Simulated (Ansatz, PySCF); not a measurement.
Noncovalent pair: HF (SMILES F) (first 2 atoms) with CH2O2 (SMILES O=CO); geometry from B3LYP-D3(BJ)/def2-TZVP, rigid monomers moved along the line of their centres of mass till H2···O3 is 1.49 Å.
(charge 0, multiplicity 1):
```xyz
7

F      0.3902     0.0014     0.4621
H     -0.1553    -0.4725     1.0950
O     -0.6676    -0.7876     2.4544
C     -0.0863    -0.0380     3.2119
O      0.8142     0.8632     2.8638
H     -0.2571    -0.0357     4.2926
H      0.9420     0.8335     1.8891
```

Monomers are frozen at their geometry in the pair; levels with a basis set take the counterpoise correction.

Frozen-core correlation. CBS: X⁻³ extrapolation of the correlation energy, Hartree–Fock from the larger set.

Programs: Ansatz (Gaussian basis) for Hartree–Fock, density functionals and correlated methods; PySCF for the dispersion terms. 

The comparison value is -10.69 kcal/mol (MP2/CBS(aug-cc-pVDZ, aug-cc-pVTZ) + ΔCCSD(T)/aug-cc-pVDZ). It is a level with limits of its own, not the exact answer.

Q: Order these levels by how close they come to the comparison value for the interaction energy, closest first: PBE0-D4/def2-TZVPPD, PBE-D3(BJ)/def2-TZVPPD, B3LYP-D4/def2-TZVPPD, MP2/aug-cc-pVTZ. Give each level's value less the comparison value.

A: MP2/aug-cc-pVTZ (0.65 kcal/mol), B3LYP-D4/def2-TZVPPD (-1.09 kcal/mol), PBE-D3(BJ)/def2-TZVPPD (-1.81 kcal/mol), PBE0-D4/def2-TZVPPD (-2.27 kcal/mol)

Ansatz is a quantum-chemistry and plane-wave program.
